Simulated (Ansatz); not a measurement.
Pb2O4 (the lowest singlet isomer of a short search). Charge 0, multiplicity 1. Geometry PBE-D4/def2-SVP, basis def2-TZVP, Ansatz.

```xyz
6

Pb   -0.685   -1.558    0.538
Pb    1.764    0.804   -0.054
O    -0.709    1.109   -0.543
O    -0.349    0.904    0.939
O     1.407   -1.272    0.077
O    -1.428    0.012   -0.958
```

```csv
run,HOMO (eV),LUMO (eV)
A,-8.77,-0.17
B,-4.79,-2.74
C,-4.68,-2.62
D,-6.13,-2.10
E,-4.99,-2.61
```

In the def2 sets Pb takes a core potential; there is no spin–orbit coupling. LC-ωPBE has ω = 0.4 bohr⁻¹. The structure holds 2 bonds between oxygen atoms, so isomers without such links may lie far lower. At PBE0-D4/def2-TZVP a triplet of charge 0 lies 0.70 eV below the restricted singlet, each at its own geometry. The structure comes from a short search, and lower isomers may exist.

The runs used LC-ωPBE, PBE, PBE0, r2SCAN, revPBE. Estimate which is which.

A LC-ωPBE (range-separated); B PBE (0 % exact exchange); C revPBE (0 % exact exchange); D PBE0 (25 % exact exchange); E r2SCAN (0 % exact exchange). Exact exchange lowers occupied and raises empty levels; among semilocal functionals meta-GGAs tend to open the gap a little, and such runs are hard to tell apart. The gap grows from 2.05 eV (PBE) to 8.59 eV (LC-ωPBE).
